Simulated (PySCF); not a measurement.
CH8FNSi2, SMILES C[SiH2][Si@@H](N)F.

The structure is a stationary point at TPSSh-D3(BJ)/def2-SVP. The structure was generated by enumeration; whether it is a known compound was not checked. One conformer was computed; it need not be the lowest.

Level of theory: SMD-B3LYP/def2-SVP in PySCF.

Solvation free energies are E(SMD) − E(gas) at the gas-phase geometry, for 1 M in both phases. In vacuum the dipole moment is 2.33 D.

```json
[
 {"solvent": "water", "ΔG(solv) (kcal/mol)": "?", "its non-electrostatic (CDS) part": "?", "dipole (D)": "?"},
 {"solvent": "cyclohexanone", "ΔG(solv) (kcal/mol)": "-3.1", "its non-electrostatic (CDS) part": "1.9", "dipole (D)": "2.92"},
 {"solvent": "dimethylsulfoxide", "ΔG(solv) (kcal/mol)": "-2.7", "its non-electrostatic (CDS) part": "2.7", "dipole (D)": "2.97"}
]
```

Some entries are withheld; supply them. (An estimate is asked for; the answer gives what the named calculation found.)


- water, ΔG(solv) (kcal/mol): -0.3
- water, its non-electrostatic (CDS) part: 5.2
- water, dipole (D): 2.98
